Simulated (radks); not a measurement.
Species: C+. Configuration: [He] 2s2 2p1.

Method: non-relativistic Kohn-Sham, XLYP, spin-unpolarised, spherical densities, point nucleus; computed with a radial shooting solver on a logarithmic mesh with Libxc functionals.

Energy parts (eV):
part                     energy
total                 -1018.675
kinetic                1015.849
electron-nucleus      -2310.484
Hartree                 407.878
exchange-correlation   -131.918

Orbitals (lengths in bohr, moments of r in powers of bohr):
orbital  occ.  eigenvalue (eV)    <r^2>
1s          2        -289.1649  0.09923
2s          2         -25.6661    2.563
2p          1         -17.0451    2.855

The highest occupied level is 2p at -17.045 eV. The density falls to 0.001 e/bohr^3 at r = 3.19 bohr. For comparison, the ionisation energy in NIST's Atomic Spectra Database is 24.383 eV (measured). In exact Kohn-Sham theory the highest level is minus the ionisation energy, but local and semilocal functionals leave it too shallow, through self-interaction and a potential that decays too fast; potentials with the right tail come closer. Virial ratio -V/T = 2.00278. The electron density at the nucleus is 129.8 e/bohr^3. Summed over all electrons, <r^2> = 8.180 bohr^2, which gives a Langevin (diamagnetic) susceptibility term of -6.48 x 10^-6 cm^3/mol.

Beside tabulated values, note that spin-unpolarised runs miss the spin-polarisation part of the exchange energy of open shells.
